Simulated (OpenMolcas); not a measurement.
## Cu4+ in a point-charge field

Cu4+ among 4 point charges of -1.5 e arranged as a square (D4h), 1.75 Å from the ion.

* Program: OpenMolcas 26.06
* Method: CASSCF
* Basis: ANO-RCC-VDZP [5s4p2d1f]
* Scalar Hamiltonian: DKH2, point nucleus
* Active space: 7 electrons in 5 orbitals (3d)
* State averaging: 2S+1 = 4 even, 10 roots; 2S+1 = 2 even, 40 roots
* Spin-orbit coupling: state interaction with AMFI integrals over the reference wave functions

The lowest spin-free states (labels of D4, the rotations of D4h), above the lowest:

```json
{"State": "4A2", "Degeneracy": "1", "E (cm-1)": "0.0", "Free-ion L (%)": "F (97)"}
{"State": "4E", "Degeneracy": "2", "E (cm-1)": "934.4", "Free-ion L (%)": "F (97)"}
{"State": "4B2", "Degeneracy": "1", "E (cm-1)": "2719", "Free-ion L (%)": "F (100)"}
{"State": "4B1", "Degeneracy": "1", "E (cm-1)": "5340", "Free-ion L (%)": "F (100)"}
{"State": "4E", "Degeneracy": "2", "E (cm-1)": "5640", "Free-ion L (%)": "F (99)"}
{"State": "2A1", "Degeneracy": "1", "E (cm-1)": "24379", "Free-ion L (%)": "G (83)"}
{"State": "4E", "Degeneracy": "2", "E (cm-1)": "24740", "Free-ion L (%)": "P (96)"}
{"State": "2A2", "Degeneracy": "1", "E (cm-1)": "24935", "Free-ion L (%)": "G (89)"}
{"State": "2E", "Degeneracy": "2", "E (cm-1)": "25529", "Free-ion L (%)": "G (85)"}
{"State": "2B2", "Degeneracy": "1", "E (cm-1)": "26390", "Free-ion L (%)": "G (92)"}
{"State": "2E", "Degeneracy": "2", "E (cm-1)": "27329", "Free-ion L (%)": "G (63)"}
{"State": "2B1", "Degeneracy": "1", "E (cm-1)": "27446", "Free-ion L (%)": "G (96)"}
{"State": "2A1", "Degeneracy": "1", "E (cm-1)": "27959", "Free-ion L (%)": "G (96)"}
{"State": "2E", "Degeneracy": "2", "E (cm-1)": "29054", "Free-ion L (%)": "H (57)"}
{"State": "2E", "Degeneracy": "2", "E (cm-1)": "32270", "Free-ion L (%)": "P (50)"}
{"State": "2A2", "Degeneracy": "1", "E (cm-1)": "32770", "Free-ion L (%)": "H (52)"}
{"State": "2A1", "Degeneracy": "1", "E (cm-1)": "33718", "Free-ion L (%)": "H (86)"}
{"State": "2A2", "Degeneracy": "1", "E (cm-1)": "33846", "Free-ion L (%)": "P (51)"}
{"State": "4A2", "Degeneracy": "1", "E (cm-1)": "35094", "Free-ion L (%)": "P (97)"}
{"State": "2E", "Degeneracy": "2", "E (cm-1)": "35871", "Free-ion L (%)": "H (93)"}
```

The lowest levels with spin-orbit coupling:

```csv
E (cm-1),Degeneracy,Label,2S+1,g
0.0,2,E1/2,4,1.71 6.48 6.48
308.0,2,E3/2,4,1.07 1.07 4.97
1244,2,E3/2,4,0.48 0.48 7.22
2183,2,E1/2,4,0.83 4.69 4.69
2302,2,E3/2,4,0.84 0.84 3.86
3071,2,E1/2,4,0.44 2.94 2.94
3605,2,E1/2,4,0.74 0.74 5.06
4170,2,E3/2,4,2.10 2.10 3.07
5268,2,E1/2,4,0.06 0.06 10.93
6140,2,E1/2,4,0.05 0.05 6.31
6170,2,E3/2,4,0.88 4.69 4.69
7204,2,E1/2,4,0.08 0.08 4.53
7646,2,E3/2,4,2.29 2.29 3.43
8516,2,E3/2,4,0.23 1.12 1.12
24904,2,E1/2,2,3.39 3.39 4.09
25312,2,E3/2,4,0.02 0.02 7.95
25460,2,E3/2,4,0.12 0.12 3.86
25537,2,E1/2,2,0.67 3.26 3.26
25752,2,E1/2,4,0.19 1.76 1.76
26135,2,E3/2,2,2.19 3.18 3.18
```

Powder χT (cm3 K/mol): 2.74 at 2 K, 2.82 at 10 K, 3.25 at 50 K, 3.75 at 100 K, 4.32 at 200 K, 4.55 at 300 K. The effective moment at 300 K is 2.828 √(χT) = 6.04 μB.

The lowest level has 2S+1 = 4, for which the spin-only value is χT = S(S+1) / 2 = 1.875 cm3 K/mol (g = 2). The computed 4.555 at 300 K differs by +2.680, through orbital momentum, spin-orbit coupling and any other state in reach.

Spin-orbit coupling mixes the spin-free states strongly: the lowest level takes only 66 % from its leading state, 4A2. Without dynamic correlation the repulsion within the d shell is too large (B by tens of per cent), so at a given field states of lower spin stand too high. Point charges give a weaker field than real ligands, and real ions of this kind are often low spin; the high spin found here belongs to the model. This is an electrostatic model: the charges have no orbitals. No measured value stands beside these numbers.
